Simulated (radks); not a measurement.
Ca+, configuration [Ar] 4s1. Method: scalar-relativistic Kohn-Sham, PBEsol, spin-polarised, spherical densities, finite nucleus; open shells are filled with parallel spins first; Fermi nuclear charge, rms radius 3.4776 fm; computed with a radial shooting solver on a logarithmic mesh with Libxc functionals. Some entries of the table are withheld. Estimate them.

| orbital | occ. | eigenvalue (hartree) | <r^2> (bohr^2) |
|---|---|---|---|
| 1s up | 1 | -145.1976 | 0.007957 |
| 1s down | 1 | -145.1965 | 0.007957 |
| 2s up | 1 | -15.46127 | 0.1576 |
| 2s down | 1 | -15.46008 | 0.1576 |
| 2p up | 3 | -12.54745 | 0.1332 |
| 2p down | 3 | -12.54631 | 0.1332 |
| 3s up | 1 | (1) | 1.544 |
| 3s down | 1 | (2) | 1.538 |
| 3p up | 3 | -1.28033 | 1.903 |
| 3p down | 3 | -1.27519 | 1.884 |
| 4s up | 1 | -0.34397 | 14.37 |
| 3d up | 0 | (3) | 5.291 |
| 3d down | 0 | (4) | 4.602 |
| 4p up | 0 | -0.22978 | 21.12 |

Answer. 
(1) 3s up eigenvalue (hartree): -1.97932
(2) 3s down eigenvalue (hartree): -1.97552
(3) 3d up eigenvalue (hartree): -0.31258
(4) 3d down eigenvalue (hartree): -0.29527
